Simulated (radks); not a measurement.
Q: The xenon ion Xe3+, 51 electrons, occupied as [Kr] 4d10 5s2 5p3 (the NIST ground configuration). All-electron calculation, Dirac Kohn-Sham, Slater X-alpha with alpha = 0.907, spin-unpolarised, spherical densities, finite nucleus; open shells fill j = l - 1/2 first; Fermi nuclear charge, rms radius 4.7859 fm. Program: a radial shooting solver on a logarithmic mesh with Libxc functionals. Some entries of the table are withheld. Estimate them.

orbital  occ.  eigenvalue (hartree)  <r^2> (bohr^2)  <r> (bohr)
1s1/2       2             -1268.616       0.0009618     0.02663
2s1/2       2             -199.5255         0.01536      0.1139
2p1/2       2             -187.9490         0.01131         (1)
2p3/2       4             -175.8903         0.01258         (2)
3s1/2       2                   (3)          0.1062      0.3047
3p1/2       2                   (4)             (5)      0.2944
3p3/2       4                   (6)             (7)      0.3060
3d3/2       4             -26.33148         0.09034      0.2763
3d5/2       6             -25.83967         0.09261      0.2800
4s1/2       2              -8.78301          0.5699      0.7103
4p1/2       2              -7.03374          0.6185      0.7370
4p3/2       4              -6.56644          0.6651      0.7644
4d3/2       4                   (8)          0.8410      0.8500
4d5/2       6                   (9)          0.8613      0.8603
5s1/2       2              -1.95157           3.261       1.707
5p1/2       2              -1.49047           4.070       1.903
5p3/2       1              -1.42182           4.356       1.970

A: 
(1) 2p1/2 <r> (bohr): 0.09586
(2) 2p3/2 <r> (bohr): 0.1016
(3) 3s1/2 eigenvalue (hartree): -42.17696
(4) 3p1/2 eigenvalue (hartree): -37.29851
(5) 3p1/2 <r^2> (bohr^2): 0.1007
(6) 3p3/2 eigenvalue (hartree): -34.99241
(7) 3p3/2 <r^2> (bohr^2): 0.1086
(8) 4d3/2 eigenvalue (hartree): -3.70585
(9) 4d5/2 eigenvalue (hartree): -3.62847
